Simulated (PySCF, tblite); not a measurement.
Isomers of C6H13N. Level: GFN2-xTB in tblite, geometry and Hessian alike; calculated harmonic values, unscaled, isolated species. Against measured fundamentals such values can be off by several per cent, at times by over 20. One conformer each.

Electronic energies: PBE0/pcSseg-1 single points on the GFN2-xTB geometries (PySCF, gas phase).

| SMILES | electronic energy, lowest = 0 (kJ/mol) |
| --- | --- |
| CC[C@@H]1CC[C@@H]1N | 0.0 |
| C=CCCCNC | 35.3 |
| CNCC1CCC1 | 30.1 |

**Question.** How do GFN2-xTB zero-point energies change the relative energies?

**Answer.** 
```
             SMILES  ZPE (kJ/mol)  of it from modes above 1550 cm⁻¹  electronic (kJ/mol)  with ZPE, lowest = 0 (kJ/mol)  lowest mode (cm⁻¹)  rings
CC[C@@H]1CC[C@@H]1N         477.6                             246.5                  0.0                            0.0                  56      1
          CNCC1CCC1         476.8                             233.1                 30.1                           29.3                  63      1
           C=CCCCNC         470.3                             245.3                 35.3                           28.1                  50      0
```

The zero-point energies span 7.3 kJ/mol, from `C=CCCCNC` to `CC[C@@H]1CC[C@@H]1N`. The lowest isomer stays, but the order above it changes.

**Question.** And how do the electronic energies of GFN2-xTB itself compare?

**Answer.** `CC[C@@H]1CC[C@@H]1N` 0.0; `CNCC1CCC1` 0.9; `C=CCCCNC` 55.8 kJ/mol, lowest = 0. Against the energies above, taken from the same isomer `CC[C@@H]1CC[C@@H]1N`, the largest difference is 29.2 kJ/mol.

**Question.** What do entropy and thermal enthalpy add at 298.15 K and 1 bar (rigid rotor, harmonic oscillator, one conformer each)?

**Answer.** 
```
             SMILES  point group  symmetry number  S (J/(mol K))  H − H(0) (kJ/mol)  ZPE + H − H(0) − TS (kJ/mol)
CC[C@@H]1CC[C@@H]1N           C1                1          365.6              23.77                         392.3
          CNCC1CCC1           C1                1          370.2              23.71                         390.1
           C=CCCCNC           C1                1          394.8              26.51                         379.1
```
